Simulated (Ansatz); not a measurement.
Born–Oppenheimer molecular dynamics of AlCl2HO (5 atoms, charge 0, multiplicity 1). It starts from a relaxed structure.

Computed with RKS PBE0/6-31G in Ansatz.

* ensemble: NVT, Langevin thermostat
* time step: 0.5 fs
* steps asked: 161
* set temperature: 3000 K
* friction: 0.001 /fs
* seed: 199839

First frame:

```xyz
5
Properties=species:S:1:pos:R:3
Al -0.132 -0.034 -0.066
O -0.326 -0.130 1.576
H -0.450 -0.180 2.515
Cl 1.840 0.034 -0.960
Cl -1.841 0.028 -1.398
```

Problem. How far do the bonds stretch over the last three quarters of this one trajectory? (Pairs bonded in most of those frames.)

Solution. 
```json
{"bond": "Al1–O2", "mean (Å)": "1.746", "spread (Å)": "0.043", "shortest": "1.68", "longest": "1.83"}
{"bond": "Al1–Cl4", "mean (Å)": "2.182", "spread (Å)": "0.052", "shortest": "2.11", "longest": "2.28"}
{"bond": "Al1–Cl5", "mean (Å)": "2.179", "spread (Å)": "0.067", "shortest": "2.07", "longest": "2.26"}
{"bond": "O2–H3", "mean (Å)": "1.031", "spread (Å)": "0.112", "shortest": "0.85", "longest": "1.19"}
```

Mean temperature of the second half: 1821 K. The mean temperature of the second half is 39 % below the set value. A run of 0.081 ps of so small a system gives no equilibrium averages. Limits of this set-up: no polarisation functions.

The run took 5.9 min on 1 thread of Arm Neoverse V1 (shared host), peak memory 0.094 GiB.
